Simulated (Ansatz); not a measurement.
Ansatz (a quantum-chemistry and plane-wave program) input (HF/3-21G): The .json file is the Basis Set Exchange's 3-21G.

Ansatz 0.2 input:
```yaml
crystal:
  periodic: [false, false, false]
  atoms:
    - {symbol: C, position_ang: [-2.32348727, -0.11175442, 0.35753324]}
    - {symbol: Si, position_ang: [-0.65482303, -0.96589198, 0.06385865]}
    - {symbol: B, position_ang: [0.86848324, 0.37765707, -0.12037452]}
    - {symbol: O, position_ang: [2.13254897, -0.11495208, -0.33674316]}
    - {symbol: O, position_ang: [0.72758684, 1.74937372, -0.04424990]}
    - {symbol: H, position_ang: [-2.98081705, 0.16340020, -0.45099982]}
    - {symbol: H, position_ang: [-2.70085685, 0.09242033, 1.34618034]}
    - {symbol: H, position_ang: [-0.75275465, -1.79335991, -1.17450110]}
    - {symbol: H, position_ang: [-0.38194325, -1.88737378, 1.20589043]}
    - {symbol: H, position_ang: [2.84748725, 0.53117402, -0.42259561]}
    - {symbol: H, position_ang: [-0.14617210, 2.12309481, 0.10662223]}
basis:
  gaussian:
    orbitals: 3-21G.json
hamiltonian:
  xc: {name: HF}
magnetization: {spin_polarized: true, initial_magnetization: 1}
phonons: {temperatures: {t_min: 298.15, t_max: 298.15, t_step: 100}}
```

Output:

```
Functional definition: HF
integrals: 0.01 GiB planned
743 factors; integrals over basis functions are off by at most 5.9e-4 eV
mean field: 0.26 GiB planned
mean field evaluation 1: about -13657.4910 eV, gradient 2.7e1 eV
mean field evaluation 2: about -13657.7138 eV, gradient 2.7e1 eV
mean field evaluation 4: about -13661.1243 eV, gradient 2.3e0 eV
mean field evaluation 8: about -13661.2016 eV, gradient 1.6e-1 eV
mean field -13661.20214995 eV, -502.0399191154 hartree, gradient 2.1e-5 eV, S^2 0.763251; 0 other end points of the search recorded, 0 dependent functions left out
the calculation of the forces begins
reference -13661.20214995 eV, -502.0399191154 hartree; 24, 23 occupied and 37, 38 virtual orbitals, 743 factors
these checks for a lower state are left out or cut short: stability, starts, cluster_reference, orbital_swaps, neighbouring_geometries, increment
integrals: 0.01 GiB planned
743 factors; integrals over basis functions are off by at most 5.9e-4 eV
mean field: 0.26 GiB planned
mean field evaluation 16: about -13660.8759 eV, gradient 8.2e-1 eV
mean field -13661.20202630 eV, -502.0399145713 hartree, gradient 1.6e-6 eV, S^2 0.763256; 0 other end points of the search recorded, 0 dependent functions left out
the calculation of the forces begins
reference -13661.20202630 eV, -502.0399145713 hartree; 24, 23 occupied and 37, 38 virtual orbitals, 743 factors
these checks for a lower state are left out or cut short: stability, starts, cluster_reference, orbital_swaps, neighbouring_geometries, increment
integrals: 0.01 GiB planned
743 factors; integrals over basis functions are off by at most 6.0e-4 eV
mean field: 0.26 GiB planned
mean field evaluation 32: about -13661.2020 eV, gradient 8.9e-5 eV
mean field -13661.20202892 eV, -502.0399146675 hartree, gradient 1.6e-6 eV, S^2 0.763247; 0 other end points of the search recorded, 0 dependent functions left out
the calculation of the forces begins
reference -13661.20202892 eV, -502.0399146675 hartree; 24, 23 occupied and 37, 38 virtual orbitals, 743 factors
these checks for a lower state are left out or cut short: stability, starts, cluster_reference, orbital_swaps, neighbouring_geometries, increment
integrals: 0.01 GiB planned
743 factors; integrals over basis functions are off by at most 6.0e-4 eV
mean field: 0.26 GiB planned
mean field -13661.20204086 eV, -502.0399151063 hartree, gradient 1.6e-6 eV, S^2 0.763247; 0 other end points of the search recorded, 0 dependent functions left out
the calculation of the forces begins
reference -13661.20204086 eV, -502.0399151063 hartree; 24, 23 occupied and 37, 38 virtual orbitals, 743 factors
these checks for a lower state are left out or cut short: stability, starts, cluster_reference, orbital_swaps, neighbouring_geometries, increment
integrals: 0.01 GiB planned
743 factors; integrals over basis functions are off by at most 6.0e-4 eV
mean field: 0.26 GiB planned
mean field -13661.20203977 eV, -502.0399150662 hartree, gradient 1.6e-6 eV, S^2 0.763255; 0 other end points of the search recorded, 0 dependent functions left out
the calculation of the forces begins
reference -13661.20203977 eV, -502.0399150662 hartree; 24, 23 occupied and 37, 38 virtual orbitals, 743 factors
these checks for a lower state are left out or cut short: stability, starts, cluster_reference, orbital_swaps, neighbouring_geometries, increment
integrals: 0.01 GiB planned
743 factors; integrals over basis functions are off by at most 5.9e-4 eV
mean field: 0.26 GiB planned
mean field -13661.20206146 eV, -502.0399158635 hartree, gradient 1.6e-6 eV, S^2 0.763271; 0 other end points of the search recorded, 0 dependent functions left out
the calculation of the forces begins
reference -13661.20206146 eV, -502.0399158635 hartree; 24, 23 occupied and 37, 38 virtual orbitals, 743 factors
these checks for a lower state are left out or cut short: stability, starts, cluster_reference, orbital_swaps, neighbouring_geometries, increment
integrals: 0.01 GiB planned
743 factors; integrals over basis functions are off by at most 5.9e-4 eV
mean field: 0.26 GiB planned
mean field evaluation 64: about -13660.8760 eV, gradient 8.2e-1 eV
mean field -13661.20206435 eV, -502.0399159695 hartree, gradient 1.6e-6 eV, S^2 0.763232; 0 other end points of the search recorded, 0 dependent functions left out
the calculation of the forces begins
reference -13661.20206435 eV, -502.0399159695 hartree; 24, 23 occupied and 37, 38 virtual orbitals, 743 factors
these checks for a lower state are left out or cut short: stability, starts, cluster_reference, orbital_swaps, neighbouring_geometries, increment
integrals: 0.01 GiB planned
743 factors; integrals over basis functions are off by at most 5.9e-4 eV
mean field: 0.26 GiB planned
[...]
743 factors; integrals over basis functions are off by at most 5.9e-4 eV
mean field: 0.26 GiB planned
mean field -13661.20212833 eV, -502.0399183208 hartree, gradient 1.6e-6 eV, S^2 0.763252; 0 other end points of the search recorded, 0 dependent functions left out
the calculation of the forces begins
reference -13661.20212833 eV, -502.0399183208 hartree; 24, 23 occupied and 37, 38 virtual orbitals, 743 factors
these checks for a lower state are left out or cut short: stability, starts, cluster_reference, orbital_swaps, neighbouring_geometries, increment
integrals: 0.01 GiB planned
743 factors; integrals over basis functions are off by at most 5.9e-4 eV
mean field: 0.26 GiB planned
mean field evaluation 288: about -13660.8793 eV, gradient 2.7e-3 eV
mean field -13661.20212781 eV, -502.0399183018 hartree, gradient 1.6e-6 eV, S^2 0.763250; 0 other end points of the search recorded, 0 dependent functions left out
the calculation of the forces begins
reference -13661.20212781 eV, -502.0399183018 hartree; 24, 23 occupied and 37, 38 virtual orbitals, 743 factors
these checks for a lower state are left out or cut short: stability, starts, cluster_reference, orbital_swaps, neighbouring_geometries, increment
integrals: 0.01 GiB planned
743 factors; integrals over basis functions are off by at most 5.9e-4 eV
mean field: 0.26 GiB planned
mean field -13661.20210861 eV, -502.0399175959 hartree, gradient 1.6e-6 eV, S^2 0.763248; 0 other end points of the search recorded, 0 dependent functions left out
the calculation of the forces begins
reference -13661.20210861 eV, -502.0399175959 hartree; 24, 23 occupied and 37, 38 virtual orbitals, 743 factors
these checks for a lower state are left out or cut short: stability, starts, cluster_reference, orbital_swaps, neighbouring_geometries, increment
integrals: 0.01 GiB planned
743 factors; integrals over basis functions are off by at most 5.9e-4 eV
mean field: 0.26 GiB planned
mean field -13661.20210942 eV, -502.0399176256 hartree, gradient 1.6e-6 eV, S^2 0.763254; 0 other end points of the search recorded, 0 dependent functions left out
the calculation of the forces begins
reference -13661.20210942 eV, -502.0399176256 hartree; 24, 23 occupied and 37, 38 virtual orbitals, 743 factors
these checks for a lower state are left out or cut short: stability, starts, cluster_reference, orbital_swaps, neighbouring_geometries, increment
integrals: 0.01 GiB planned
743 factors; integrals over basis functions are off by at most 5.9e-4 eV
mean field: 0.26 GiB planned
mean field evaluation 320: about -13661.2020 eV, gradient 8.9e-5 eV
mean field -13661.20204802 eV, -502.0399153694 hartree, gradient 1.6e-6 eV, S^2 0.763251; 0 other end points of the search recorded, 0 dependent functions left out
the calculation of the forces begins
reference -13661.20204802 eV, -502.0399153694 hartree; 24, 23 occupied and 37, 38 virtual orbitals, 743 factors
these checks for a lower state are left out or cut short: stability, starts, cluster_reference, orbital_swaps, neighbouring_geometries, increment
integrals: 0.01 GiB planned
743 factors; integrals over basis functions are off by at most 5.9e-4 eV
mean field: 0.26 GiB planned
mean field -13661.20204719 eV, -502.0399153388 hartree, gradient 1.6e-6 eV, S^2 0.763251; 0 other end points of the search recorded, 0 dependent functions left out
the calculation of the forces begins
reference -13661.20204719 eV, -502.0399153388 hartree; 24, 23 occupied and 37, 38 virtual orbitals, 743 factors
these checks for a lower state are left out or cut short: stability, starts, cluster_reference, orbital_swaps, neighbouring_geometries, increment
integrals: 0.01 GiB planned
743 factors; integrals over basis functions are off by at most 5.9e-4 eV
mean field: 0.26 GiB planned
mean field -13661.20210913 eV, -502.0399176152 hartree, gradient 1.6e-6 eV, S^2 0.763251; 0 other end points of the search recorded, 0 dependent functions left out
the calculation of the forces begins
reference -13661.20210913 eV, -502.0399176152 hartree; 24, 23 occupied and 37, 38 virtual orbitals, 743 factors
these checks for a lower state are left out or cut short: stability, starts, cluster_reference, orbital_swaps, neighbouring_geometries, increment
integrals: 0.01 GiB planned
743 factors; integrals over basis functions are off by at most 5.9e-4 eV
mean field: 0.26 GiB planned
mean field -13661.20211257 eV, -502.0399177415 hartree, gradient 1.6e-6 eV, S^2 0.763251; 0 other end points of the search recorded, 0 dependent functions left out
the calculation of the forces begins
reference -13661.20211257 eV, -502.0399177415 hartree; 24, 23 occupied and 37, 38 virtual orbitals, 743 factors
these checks for a lower state are left out or cut short: stability, starts, cluster_reference, orbital_swaps, neighbouring_geometries, increment
integrals: 0.01 GiB planned
743 factors; integrals over basis functions are off by at most 5.9e-4 eV
mean field: 0.26 GiB planned
mean field evaluation 352: about -13660.8760 eV, gradient 8.3e-1 eV
mean field -13661.20200894 eV, -502.0399139332 hartree, gradient 1.7e-6 eV, S^2 0.763252; 0 other end points of the search recorded, 0 dependent functions left out
the calculation of the forces begins
reference -13661.20200894 eV, -502.0399139332 hartree; 24, 23 occupied and 37, 38 virtual orbitals, 743 factors
these checks for a lower state are left out or cut short: stability, starts, cluster_reference, orbital_swaps, neighbouring_geometries, increment
integrals: 0.01 GiB planned
743 factors; integrals over basis functions are off by at most 5.9e-4 eV
mean field: 0.26 GiB planned
mean field -13661.20200655 eV, -502.0399138453 hartree, gradient 1.6e-6 eV, S^2 0.763250; 0 other end points of the search recorded, 0 dependent functions left out
the calculation of the forces begins
reference -13661.20200655 eV, -502.0399138453 hartree; 24, 23 occupied and 37, 38 virtual orbitals, 743 factors
these checks for a lower state are left out or cut short: stability, starts, cluster_reference, orbital_swaps, neighbouring_geometries, increment
integrals: 0.01 GiB planned
743 factors; integrals over basis functions are off by at most 5.9e-4 eV
mean field: 0.26 GiB planned
mean field -13661.20212616 eV, -502.0399182410 hartree, gradient 1.6e-6 eV, S^2 0.763251; 0 other end points of the search recorded, 0 dependent functions left out
the calculation of the forces begins
reference -13661.20212616 eV, -502.0399182410 hartree; 24, 23 occupied and 37, 38 virtual orbitals, 743 factors
these checks for a lower state are left out or cut short: stability, starts, cluster_reference, orbital_swaps, neighbouring_geometries, increment
integrals: 0.01 GiB planned
743 factors; integrals over basis functions are off by at most 5.9e-4 eV
mean field: 0.26 GiB planned
mean field evaluation 384: about -13661.2021 eV, gradient 2.3e-3 eV
mean field -13661.20213079 eV, -502.0399184110 hartree, gradient 1.6e-6 eV, S^2 0.763250; 0 other end points of the search recorded, 0 dependent functions left out
the calculation of the forces begins
reference -13661.20213079 eV, -502.0399184110 hartree; 24, 23 occupied and 37, 38 virtual orbitals, 743 factors
Total energy: -13661.20214995 eV, -502.0399191154 hartree
Atom 0 at    -2.323487    -0.111754     0.357533 Å, force    -0.000441     0.000431     0.000086 eV/Å
Atom 1 at    -0.654823    -0.965892     0.063859 Å, force    -0.000604    -0.000222     0.000085 eV/Å
Atom 2 at     0.868483     0.377657    -0.120375 Å, force     0.000242    -0.001222    -0.000086 eV/Å
Atom 3 at     2.132549    -0.114952    -0.336743 Å, force    -0.000303     0.001175     0.000094 eV/Å
Atom 4 at     0.727587     1.749374    -0.044250 Å, force    -0.000671     0.001936     0.000181 eV/Å
Atom 5 at    -2.980817     0.163400    -0.451000 Å, force     0.000118    -0.000058     0.000189 eV/Å
Atom 6 at    -2.700857     0.092420     1.346180 Å, force     0.000054    -0.000042    -0.000220 eV/Å
Atom 7 at    -0.752755    -1.793360    -1.174501 Å, force     0.000402     0.000108    -0.000120 eV/Å
Atom 8 at    -0.381943    -1.887374     1.205890 Å, force     0.000421     0.000103    -0.000000 eV/Å
Atom 9 at     2.847487     0.531174    -0.422596 Å, force     0.000050    -0.000945    -0.000045 eV/Å
Atom 10 at    -0.146172     2.123095     0.106622 Å, force     0.000731    -0.001264    -0.000164 eV/Å
Dipole moment:    -0.185432     0.419846     0.045468 e Å
Vibrations: 39.41 91.18 112.76 290.04 327.64 372.77 543.25 573.72 580.67 591.34 663.84 747.68 747.76 855.70 918.19 995.58 1046.97 1079.51 1362.92 1523.63 1530.25 2240.68 2247.87 3261.80 3357.54 3878.89 3945.20 cm⁻¹, zero-point energy 2.103194 eV
```

The blocks after the first are displaced geometries, from whose forces the wavenumbers follow.
